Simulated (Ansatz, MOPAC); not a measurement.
System: SiNH3F3 (charge +1, singlet). SMILES: [Si]([NH3+])(F)(F)F

Atoms: N1, Si2, F3, F4, F5, H6, H7, H8. Bonds: N1-Si2, N1-H6, N1-H7, N1-H8, Si2-F3, Si2-F4, Si2-F5.

Bond lengths (Å) and angles (degrees) optimised at AM1 with MOPAC; PM7 with MOPAC; HF/STO-3G with Ansatz (a program for electronic structure); HF/3-21G with Ansatz; PBE/6-31G* with Ansatz; B3LYP/LANL2DZ with Ansatz, each started from the B3LYP-D3(BJ)/def2-TZVP structure (Ansatz) of the last column. A row stands for all coordinates that are equal there. 6-31G* holds six Cartesian d functions. No wavenumbers were computed at HF/STO-3G, PBE/6-31G*, B3LYP/LANL2DZ, so these may be saddle points.

```json
[
 {"coordinate": "N1-Si2", "AM1": "1.935", "PM7": "1.903", "HF/STO-3G": "1.870", "HF/3-21G": "1.850", "PBE/6-31G*": "1.885", "B3LYP/LANL2DZ": "1.870", "B3LYP-D3(BJ)/def2-TZVP": "1.850"},
 {"coordinate": "N1-H6", "AM1": "1.020", "PM7": "1.050", "HF/STO-3G": "1.038", "HF/3-21G": "1.026", "PBE/6-31G*": "1.037", "B3LYP/LANL2DZ": "1.035", "B3LYP-D3(BJ)/def2-TZVP": "1.026"},
 {"coordinate": "Si2-F3", "AM1": "1.592", "PM7": "1.541", "HF/STO-3G": "1.576", "HF/3-21G": "1.578", "PBE/6-31G*": "1.574", "B3LYP/LANL2DZ": "1.630", "B3LYP-D3(BJ)/def2-TZVP": "1.549"},
 {"coordinate": "N1-Si2-F3", "AM1": "103.0", "PM7": "106.0", "HF/STO-3G": "103.1", "HF/3-21G": "104.4", "PBE/6-31G*": "103.3", "B3LYP/LANL2DZ": "103.5", "B3LYP-D3(BJ)/def2-TZVP": "103.8"},
 {"coordinate": "F3-Si2-F4", "AM1": "115.1", "PM7": "112.7", "HF/STO-3G": "115.0", "HF/3-21G": "114.0", "PBE/6-31G*": "114.9", "B3LYP/LANL2DZ": "114.7", "B3LYP-D3(BJ)/def2-TZVP": "114.5"},
 {"coordinate": "Si2-N1-H6", "AM1": "111.9", "PM7": "112.4", "HF/STO-3G": "112.9", "HF/3-21G": "111.7", "PBE/6-31G*": "112.0", "B3LYP/LANL2DZ": "112.0", "B3LYP-D3(BJ)/def2-TZVP": "111.9"},
 {"coordinate": "H6-N1-H7", "AM1": "106.9", "PM7": "106.4", "HF/STO-3G": "105.8", "HF/3-21G": "107.1", "PBE/6-31G*": "106.8", "B3LYP/LANL2DZ": "106.9", "B3LYP-D3(BJ)/def2-TZVP": "107.0"}
]
```

Mean signed difference of all 7 bond lengths from B3LYP-D3(BJ)/def2-TZVP: AM1 0.028 Å, PM7 0.014 Å, HF/STO-3G 0.019 Å, HF/3-21G 0.012 Å, PBE/6-31G* 0.020 Å, B3LYP/LANL2DZ 0.041 Å.
